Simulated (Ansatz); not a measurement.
One change: `[NH2][Al]([OH])[F]` becomes `NB(O)F`.

Ansatz, PBE0-D4/def2-TZVP geometries, multiplicity 1. Each molecule was computed in one conformer, which needn't be the lowest.

| property | `[NH2][Al]([OH])[F]` |
| --- | --- |
| size of the dipole moment (ωB97M-V/def2-TZVPP) / D | 3.32 |
| LUMO energy (B3LYP/def2-TZVPP) / eV | -0.77 |
| LUMO energy (ωB97M-V/def2-TZVPP) / eV | 1.11 |
| ideal-gas entropy at 298 K and 1 bar (rigid rotor, harmonic PBE0-D4/def2-TZVP) / J/(mol·K) | 314 |
| LUMO energy (PBE/def2-TZVPP) / eV | -1.27 |
| HOMO energy (B3LYP/def2-TZVPP) / eV | -7.46 |

Problem. Give the same properties after the change, and the shifts. (Estimate.)

Solution. Computed: 
```
                                                                                  property  `NB(O)F`  shift
                                        size of the dipole moment (ωB97M-V/def2-TZVPP) / D      3.58   0.26
                                                       LUMO energy (B3LYP/def2-TZVPP) / eV      0.01   0.78
                                                     LUMO energy (ωB97M-V/def2-TZVPP) / eV      1.72   0.61
ideal-gas entropy at 298 K and 1 bar (rigid rotor, harmonic PBE0-D4/def2-TZVP) / J/(mol·K)       283    -31
                                                         LUMO energy (PBE/def2-TZVPP) / eV     -0.42   0.85
                                                       HOMO energy (B3LYP/def2-TZVPP) / eV     -7.87  -0.41
```

With PBE0 the HOMO falls by 0.41 eV and the LUMO rises by 0.82 eV, so the gap widens by about 1.23 eV. PBE moves the HOMO by -0.35 eV and ωB97M-V by -0.41 eV. Dipoles are sizes alone; their direction can turn.

B3LYP here is the variant with VWN-RPA as its local correlation; programs differ in this.
